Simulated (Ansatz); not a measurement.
Consider the cleavage of the Si–Si bond: `BS[SiH2][SiH2][SiH3]` + `[OH][SnH3]` → `[SiH3][SiH2][O][SnH3]` + `BS[SiH3]`.

Gas-phase electronic energies from Ansatz, PBE0-D4/def2-TZVP geometries. CCSD(T)/CBS adds triple-zeta CCSD(T) − MP2 to the extrapolated MP2 energy (def2 sets, frozen cores). Functionals use def2-TZVPP. B3LYP here is the variant with VWN-RPA as its local correlation; programs differ in this. Elements past krypton have def2 core potentials. For Sn outer-core shells are correlated without core-valence functions, which leaves a few kJ/mol of doubt a bond. One conformer a species, not always the lowest.

CCSD(T)/CBS gives -20.9 kcal/mol.

**Question.** Another level gave -22.5 kcal/mol. Which?
A. B3LYP-D4/def2-TZVPP
B. CCSD/def2-TZVPP
C. PBE-D4/def2-TZVPP
D. PBE/def2-TZVPP

**Answer.** B. CCSD/def2-TZVPP -22.5, B3LYP-D4 -20.7, PBE -15.7, PBE-D4 -14.2 kcal/mol.

Largest T1 diagnostic among the species: 0.015.

From PBE to PBE0 (25 % exact exchange), in def2-TZVPP and without D4, ΔE moves by −2.0 kcal/mol. In def2-TZVPP, CCSD(T) changes the Hartree–Fock value by +8.9 kcal/mol (the triples alone add +1.4 kcal/mol) and MP2 by +8.0 kcal/mol.
